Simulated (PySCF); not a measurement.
C₂H₇NOSi₂, SMILES [SiH2]1N=C(C)[SiH2]O1. The structure is a stationary point at PBE-D3(BJ)/def2-SVP. This is a generated structure with no PubChem entry under its InChIKey; it may be hypothetical.

All values below come from PBE-D3(BJ)/def2-SVP run with PySCF.

Harmonic wavenumbers (cm⁻¹): 120, 135, 188, 272, 336, 401, 441, 532, 592, 651, 662, 672, 678, 721, 766, 885, 915, 927, 957, 963, 973, 1141, 1314, 1377, 1390, 1614, 2159, 2165, 2191, 2192, 2957, 3036, 3081. Rotational constants (GHz): 3.578, 2.201, 1.422; symmetry number 1.

### Question
Work out the zero-point energy and the ideal-gas rigid-rotor harmonic-oscillator thermochemistry at 298.15 K and 1 atm.

### Answer
ZPE = ½ Σ hcν = ½ × 37406 cm⁻¹ = 53.47 kcal/mol. H − E(el) = 58.83 kcal/mol. Entropy in cal/(mol K): translation 40.19, rotation 27.75, vibration 16.62, total 84.57. G − E(el) = 33.62 kcal/mol. Cp = 30.55 cal/(mol K). Modes under 150 cm⁻¹ make the vibrational entropy uncertain.
